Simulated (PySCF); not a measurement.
C4H7OPSi.
Atom-mapped SMILES: `[O:1]=[P@@H:2]1[CH:3]=[CH:4][CH:5]=[C:6]1[SiH3:7]` (hydrogens: H8 on P2; H9 on C3; H10 on C4; H11 on C5; H12, H13, H14 on Si7)

The calculation used PySCF, PBE0/cc-pVDZ geometry optimisation, gas phase.

**Question.** List the bond lengths, angles and torsions at this level.

**Answer.** 
```tsv
bond	length (bohr)	order
O1=P2	2.850	double
P2–C3	3.441	single
C3=C4	2.540	double
C4–C5	2.793	single
C5=C6	2.556	double
C6–Si7	3.543	single
P2–C6	3.454	single
P2–H8	2.718	single
C3–H9	2.059	single
C4–H10	2.066	single
C5–H11	2.068	single
Si7–H12, Si7–H13, Si7–H14	2.830	single
```

Bonds in one row agree within 0.02 bohr and their mean is given. Orders are formal, as drawn. A selection of angles:
```tsv
angle	degrees
O1–P2–C3	121.8
O1–P2–C6	120.6
O1–P2–H8	115.5
C3–P2–C6	93.1
C3–P2–H8	100.6
C6–P2–H8	100.7
P2–C3–C4	108.3
P2–C3–H9	125.4
C4–C3–H9	126.2
C3–C4–C5	115.0
C3–C4–H10	124.1
C5–C4–H10	120.9
C4–C5–C6	116.5
C4–C5–H11	120.1
C6–C5–H11	123.4
C5–C6–Si7	127.1
P2–C6–C5	106.9
P2–C6–Si7	126.0
C6–Si7–H12	110.3
C6–Si7–H14	108.1
H12–Si7–H13	108.8
```

Torsions: O1–P2–C3–C4 -133° (anticlinal); P2–C3–C4–C5 3° (synperiplanar); C3–C4–C5–C6 0° (synperiplanar); C4–C5–C6–Si7 177° (antiperiplanar); O1–P2–C6–C5 133° (anticlinal).

P2 (phosphoryl phosphorus) has angles from 93.1° to 121.8°. The 5-membered ring P2–C3–C4–C5–C6 has internal angles of 93.1° to 116.5° (sum 540°, against 540° for a flat polygon); it is almost planar, 0.02 Å rms from its mean plane, widest ring torsion 3°. The C–C distances run from 1.344 Å (C3=C4, drawn double) to 1.478 Å (C4–C5, drawn single), a spread of 0.134 Å. Si7 (SiH3 silicon) is tetrahedral (angles from 108.1° to 110.3°).

Point group: C1 (no symmetry element, even within 0.4 Å). No frequency check.
